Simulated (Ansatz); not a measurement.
AlGaAs₂. Charge 0, multiplicity 1. Geometry relaxed at r2SCAN-D4/def2-SVP.

Cartesian coordinates in Å:
```
Al 1.527 0.024 1.809
Ga -1.548 -0.024 -1.818
As 0.009 1.145 -0.010
As 0.012 -1.145 0.019
```

The structure comes from a short search, and lower isomers may exist.

Problem. Estimate the harmonic wavenumbers at RKS r2SCAN-D4/def2-SVP (Ansatz, unscaled). Is this a minimum?

Solution. 63, 116, 186, 195, 280, 346 cm⁻¹. Yes, no mode is imaginary beyond noise. Zero-point energy 7.1 kJ/mol. It took 41 s on 4 threads of Arm Neoverse V2 on a shared host.
